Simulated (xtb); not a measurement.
CHF (SMILES [CH]F), singlet, geometry from GFN2-xTB. Base run: GFN0-xTB in xtb 6.7.1.

Here is a job for xtb.
```
$ xtb mol.xyz --gfn 0 --json

# file mol.xyz
3

C     -0.56552639     0.43684752    -0.01538265
F      0.53215338    -0.25729409     0.01555547
H     -1.39622203    -0.30543829    -0.04770330
```

Each row names what was changed in the base input (with any setting that the change needs).

```
change        ΔE vs base (mEh)  HOMO-LUMO gap (eV)
------------  ----------------  ------------------
base                     0.000                1.59
etemp = 3000                 ?                1.59
acc = 30                 0.000                1.59
acc = 1000               0.000                1.59
```

Fill in the missing entries.


- etemp = 3000, ΔE vs base (mEh): -1.715
